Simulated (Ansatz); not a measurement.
FHTe (SMILES F[TeH]) moved off its minimum; all values from Ansatz (an electronic-structure program), cores frozen in correlated methods. Elements past Kr take the def2 small-core potentials, without spin–orbit coupling.
(charge 0, multiplicity 1)
```xyz
3

Te     0.1527    -0.0981     0.1923
H      1.3479    -0.2268    -0.9605
F     -1.2662     0.3186    -1.0207
```

Forces at HF/def2-TZVPP (eV/Å):

| atom | Fx | Fy | Fz |
|---|---|---|---|
| Te1 | -0.418 | 0.147 | -0.594 |
| H2 | -0.390 | 0.068 | 0.119 |
| F3 | 0.808 | -0.215 | 0.475 |

Task: Give the forces (eV/Å), the total energy and the dipole at CCSD(T)/def2-TZVPPD.

Result: 
```csv
atom,Fx,Fy,Fz
Te1,0.111,-0.052,0.285
H2,-0.112,0.034,-0.106
F3,0.001,0.018,-0.179
```
Energy -367.4742 hartree, dipole 2.17 D.
